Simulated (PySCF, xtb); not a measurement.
BFI2, SMILES B(I)(I)F.

Geometry optimised at PBE0-D3(BJ)/def2-SVP. The def2 effective core potentials stand for the cores of I; spin–orbit coupling is left out.

Calculation: C-PCM-M06-2X/def2-SVP run with PySCF.

The values are the electrostatic part of the solvation free energy, E(continuum) − E(gas) at the gas-phase geometry, in a cavity of scaled van der Waals radii (PySCF's table); cavitation and dispersion terms are not included. In vacuum the orbital gap is 7.98 eV. The dipole moment in vacuum is 0.30 D.

| solvent | ε | ΔG(elec) (kcal/mol) | dipole (D) | gap (eV) |
|---|---|---|---|---|
| water | 78.36 | -1.1 | 0.33 | 8.07 |
| dichloromethane | 8.93 | -1.0 | 0.32 | 8.06 |
| tetrahydrofuran | 7.43 | -1.0 | 0.32 | 8.05 |

For comparison, GFN2-xTB/ALPB(water) (xtb, at the GFN2-xTB geometry, all terms of that model) gives -1.9 kcal/mol.
